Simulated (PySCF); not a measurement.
Ionisation energy of Co⁺ by level of theory

Co⁺ [Ar] 3d8 (3F) → Co²⁺ [Ar] 3d7 (4F), as a difference of total energies. Calculation: PySCF 2.14, in def2-TZVP (6s4p4d1f, 45 functions); the non-relativistic Hamiltonian (point nucleus). Correlated levels: valence: [Ar] frozen. The calculations carry no spin-orbit coupling.

```
           method  ionisation energy (eV)  difference from reference (eV)
              UHF                  14.368                          -2.716
           r2SCAN                  17.529                          +0.445
             TPSS                  17.580                          +0.496
    MP2 (valence)                  16.694                          -0.390
SCS-MP2 (valence)                  16.575                          -0.509
```

Reference: 17.084 eV (measured; NIST Atomic Spectra Database, ionization energies).

These non-relativistic numbers lack the scalar-relativistic shift.

The reference lies between the lowest fine-structure levels, while these numbers refer to the centres of the terms.

Errors of the correlated levels include the incompleteness of this basis and the frozen core.
